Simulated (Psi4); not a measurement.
C$_{2}$H$_{4}$O$_{2}$, triplet, geometry from GFN2-xTB (a higher spin typed on purpose: for a closed-shell molecule this is an excited state); HF/6-31G* (Psi4).

Here is a job for Psi4.
```
memory 2 GB

molecule mol {
0 3
C    -1.293706   -0.454960    0.071343
C     0.088192    0.337279    0.118625
O     0.999303   -0.365409    0.854311
O     0.298214    0.795445   -1.062848
H    -2.032285    0.196070   -0.380314
H    -1.198098   -1.378978   -0.499595
H    -1.511076   -0.658260    1.116013
H     1.594408   -0.893043    0.292391
}

set {
  basis 6-31g*
  reference uhf
}

energy('scf')
print_variables()
```

Problem. What does Psi4 print? Leave out banner, timings and long lists.

Solution. 
```
   => Loading Basis Set <=

    Name: 6-31G*
    Role: ORBITAL
    Keyword: BASIS

         ---------------------------------------------------------
                                   SCF
               by Justin Turney, Rob Parrish, Andy Simmonett
                          and Daniel G. A. Smith
                              UHF Reference
         ---------------------------------------------------------

  ==> Geometry <==

    Molecular point group: c1
    Full point group: C1

    Geometry (in Angstrom), charge = 0, multiplicity = 3:

       Center              X                  Y                   Z               Mass
    ------------   -----------------  -----------------  -----------------  -----------------
         C           -1.345618199749    -0.500120943199     0.080061346774    12.000000000000
         C            0.036279800251     0.292118056801     0.127343346774    12.000000000000
         O            0.947390800251    -0.410569943199     0.863029346774    15.994914619570
         O            0.246301800251     0.750284056801    -1.054129653226    15.994914619570
         H           -2.084197199749     0.150909056801    -0.371595653226     1.007825032230
         H           -1.250010199749    -1.424138943199    -0.490876653226     1.007825032230
         H           -1.562988199749    -0.703420943199     1.124731346774     1.007825032230
         H            1.542495800251    -0.938203943199     0.301109346774     1.007825032230

  Running in c1 symmetry.

  Rotational constants: A =      0.35403  B =      0.30786  C =      0.17715 [cm^-1]
  Rotational constants: A =  10613.52895  B =   9229.41317  C =   5310.70558 [MHz]
  Nuclear repulsion =  118.464976582879615

  Charge       = 0
  Multiplicity = 3
  Electrons    = 32
  Nalpha       = 17
  Nbeta        = 15

  ==> Algorithm <==

  SCF Algorithm Type is DF.
  DIIS enabled.
  MOM disabled.
  Fractional occupation disabled.
  Guess Type is SAD.
  Energy threshold   = 1.00e-06
  Density threshold  = 1.00e-06
  Integral threshold = 1.00e-12

  ==> Primary Basis <==

  Basis Set: 6-31G*
    Blend: 6-31G*
    Number of shells: 32
    Number of basis functions: 68
    Number of Cartesian functions: 68
    Spherical Harmonics?: false
    Max angular momentum: 2

   => Loading Basis Set <=

    Name: (6-31G* AUX)
    Role: JKFIT
    Keyword: DF_BASIS_SCF

  ==> Integral Setup <==

  SCF_SUBTYPE=INCORE selected. In-core MEM_DF algorithm will be used.
  Using in-core AOs.

  ==> MemDFJK: Density-Fitted J/K Matrices <==

    J tasked:                   Yes
    K tasked:                   Yes
    wK tasked:                   No
    Algorithm:                 Core
    Schwarz Cutoff:           1E-12
    Mask sparsity (%):       0.1298
    Fitting Condition:        1E-10

   => Auxiliary Basis Set <=

  Basis Set: (6-31G* AUX)
    Blend: CC-PVDZ-JKFIT
    Number of shells: 132
    Number of basis functions: 424
    Number of Cartesian functions: 424
    Spherical Harmonics?: false
    Max angular momentum: 3

  Minimum eigenvalue in the overlap matrix is 4.7419212815E-03.
  Reciprocal condition number of the overlap matrix is 7.2991506532E-04.
    Using symmetric orthogonalization.

  ==> Pre-Iterations <==

  SCF Guess: Superposition of Atomic Densities via on-the-fly atomic UHF (no occupation information).

   -------------------------
    Irrep   Nso     Nmo
   -------------------------
     A         68      68
   -------------------------
    Total      68      68
   -------------------------

  ==> Iterations <==

                           Total Energy        Delta E     RMS |[F,P]|

   @DF-UHF iter SAD:  -226.62275709343450   -2.26623e+02   0.00000e+00
   @DF-UHF iter   1:  -227.51060090398789   -8.87844e-01   6.67424e-03 DIIS/ADIIS
   @DF-UHF iter   2:  -227.61336617459793   -1.02765e-01   4.15760e-03 DIIS/ADIIS
   @DF-UHF iter   3:  -227.64873836318327   -3.53722e-02   1.18371e-03 DIIS/ADIIS
   @DF-UHF iter   4:  -227.66309761005073   -1.43592e-02   8.13577e-04 DIIS/ADIIS
   @DF-UHF iter   5:  -227.66960276932585   -6.50516e-03   4.87798e-04 DIIS/ADIIS
   @DF-UHF iter   6:  -227.67338789254379   -3.78512e-03   2.76496e-04 DIIS/ADIIS
   @DF-UHF iter   7:  -227.67440427719791   -1.01638e-03   1.56897e-04 DIIS/ADIIS
   @DF-UHF iter   8:  -227.67476595842297   -3.61681e-04   9.01947e-05 DIIS
   @DF-UHF iter   9:  -227.67491125672677   -1.45298e-04   4.90564e-05 DIIS
   @DF-UHF iter  10:  -227.67495372507656   -4.24683e-05   2.08187e-05 DIIS
   @DF-UHF iter  11:  -227.67496075924737   -7.03417e-06   7.94804e-06 DIIS
   @DF-UHF iter  12:  -227.67496152693306   -7.67686e-07   3.90915e-06 DIIS
   @DF-UHF iter  13:  -227.67496170598363   -1.79051e-07   2.46701e-06 DIIS
   @DF-UHF iter  14:  -227.67496180969732   -1.03714e-07   1.78082e-06 DIIS
   @DF-UHF iter  15:  -227.67496188287876   -7.31814e-08   1.44924e-06 DIIS
   @DF-UHF iter  16:  -227.67496194842911   -6.55504e-08   1.21992e-06 DIIS
   @DF-UHF iter  17:  -227.67496203597426   -8.75451e-08   8.45466e-07 DIIS
  Energy and wave function converged.

  ==> Post-Iterations <==

   @Spin Contamination Metric:   1.263045923E-02
   @S^2 Expected:                2.000000000E+00
   @S^2 Observed:                2.012630459E+00
   @S   Expected:                1.000000000E+00
   @S   Observed:                1.000000000E+00

    Orbital Energies [Eh]
    ---------------------

    Alpha Occupied:

       1A    -20.669718     2A    -20.599061     3A    -11.341114
       4A    -11.235335     5A     -1.497599     6A     -1.389057
       7A     -1.001499     8A     -0.847156     9A     -0.756115
      10A     -0.715835    11A     -0.698695    12A     -0.604646
      13A     -0.575058    14A     -0.569776    15A     -0.544440
      16A     -0.489377    17A     -0.335544

    Alpha Virtual:

      18A      0.220505    19A      0.271365    20A      0.311078
      21A      0.317750    22A      0.373614    23A      0.440290
      24A      0.481874    25A      0.715661    26A      0.762360
      27A      0.770601    28A      0.793340    29A      0.840844
      30A      0.851792    31A      0.994566    32A      1.040240
      33A      1.073156    34A      1.138153    35A      1.163377
      36A      1.180371    37A      1.213433    38A      1.226225
      39A      1.253897    40A      1.295429    41A      1.403143
      42A      1.423860    43A      1.551727    44A      1.637950
      45A      1.703756    46A      1.827182    47A      1.975422
      48A      2.000464    49A      2.028408    50A      2.073147
      51A      2.107750    52A      2.125941    53A      2.175130
      54A      2.357603    55A      2.531741    56A      2.545598
      57A      2.593843    58A      2.651911    59A      2.778669
      60A      2.851727    61A      2.988111    62A      3.060067
      63A      3.187359    64A      3.301228    65A      4.110283
      66A      4.190996    67A      4.536084    68A      4.770868

    Beta Occupied:

       1A    -20.624414     2A    -20.594863     3A    -11.317663
       4A    -11.232026     5A     -1.409070     6A     -1.310352
       7A     -0.966967     8A     -0.792253     9A     -0.701254
      10A     -0.622506    11A     -0.594977    12A     -0.566538
      13A     -0.559875    14A     -0.514132    15A     -0.468519

    Beta Virtual:

      16A      0.071614    17A      0.175499    18A      0.246206
      19A      0.280094    20A      0.321518    21A      0.330703
      22A      0.406957    23A      0.485186    24A      0.530488
      25A      0.770626    26A      0.780779    27A      0.804849
      28A      0.831881    29A      0.877299    30A      0.900175
      31A      1.016596    32A      1.062695    33A      1.088016
      34A      1.162966    35A      1.173949    36A      1.201265
      37A      1.221338    38A      1.264289    39A      1.315064
      40A      1.342053    41A      1.428480    42A      1.448333
      43A      1.584589    44A      1.673182    45A      1.729897
      46A      1.858378    47A      2.017109    48A      2.049070
      49A      2.078629    50A      2.099534    51A      2.139402
      52A      2.170570    53A      2.227013    54A      2.404749
      55A      2.548580    56A      2.558795    57A      2.618145
      58A      2.674059    59A      2.807903    60A      2.885360
      61A      3.019665    62A      3.086934    63A      3.208135
      64A      3.324783    65A      4.151412    66A      4.196916
      67A      4.556271    68A      4.788854

    Final Occupation by Irrep:
              A
    DOCC [    15 ]
    SOCC [     2 ]
    NA   [    17 ]
    NB   [    15 ]

  @DF-UHF Final Energy:  -227.67496203597426

   => Energetics <=

    Nuclear Repulsion Energy =            118.4649765828796149
    One-Electron Energy =                -546.1344452340994167
    Two-Electron Energy =                 199.9945066152455411
    Total Energy =                       -227.6749620359742607

  UHF NO Occupations:
  HONO-2 :   15  A 1.9976922
  HONO-1 :   16  A 1.0000000
  HONO-0 :   17  A 1.0000000
  LUNO+0 :   18  A 0.0023078
  LUNO+1 :   19  A 0.0018068
  LUNO+2 :   20  A 0.0011074
  LUNO+3 :   21  A 0.0006521

Computation Completed

Properties will be evaluated at   0.000000,   0.000000,   0.000000 [a0]

Properties computed using the SCF density matrix

 Multipole Moments:

 ------------------------------------------------------------------------------------
     Multipole            Electronic (a.u.)      Nuclear  (a.u.)        Total (a.u.)
 ------------------------------------------------------------------------------------

 L = 1.  Multiply by 2.5417464519 to convert [e a0] to [Debye]
 Dipole X            :          3.1648959           -3.1391930            0.0257029
 Dipole Y            :          2.1781757           -2.7309551           -0.5527793
 Dipole Z            :         -0.8085554            0.5272224           -0.2813330
 Magnitude           :                                                    0.6207849

 ------------------------------------------------------------------------------------

  Variable Map:
  ----------------------------------------------------------------------------
  "CURRENT ENERGY"           =>    -227.674962035974
  "CURRENT REFERENCE ENERGY" =>    -227.674962035974
  "DD SOLVATION ENERGY"      =>       0.000000000000
  "HF KINETIC ENERGY"        =>     227.290228744159
  "HF POTENTIAL ENERGY"      =>    -454.965190780134
  "HF TOTAL ENERGY"          =>    -227.674962035974
  "HF VIRIAL RATIO"          =>       2.001692696135
  "NUCLEAR REPULSION ENERGY" =>     118.464976582880
  "ONE-ELECTRON ENERGY"      =>    -546.134445234099
  "PCM POLARIZATION ENERGY"  =>       0.000000000000
  "PE ENERGY"                =>       0.000000000000
  "SCF ITERATION ENERGY"     =>    -227.674962035974
  "SCF ITERATIONS"           =>      17.000000000000
  "SCF TOTAL ENERGY"         =>    -227.674962035974
  "TWO-ELECTRON ENERGY"      =>     199.994506615246

  Array Variable Map:
  ----------------------------------------------------------------------------
  "CURRENT DIPOLE"           =>       0.025702867808 ... -0.281332956849 1 by 3
  "SCF DIPOLE"               =>       0.025702867808 ... -0.281332956849 1 by 3
  "SCF TOTAL ENERGIES"       =>    -226.622757093435 ... -227.674962035974 1 by 18
```
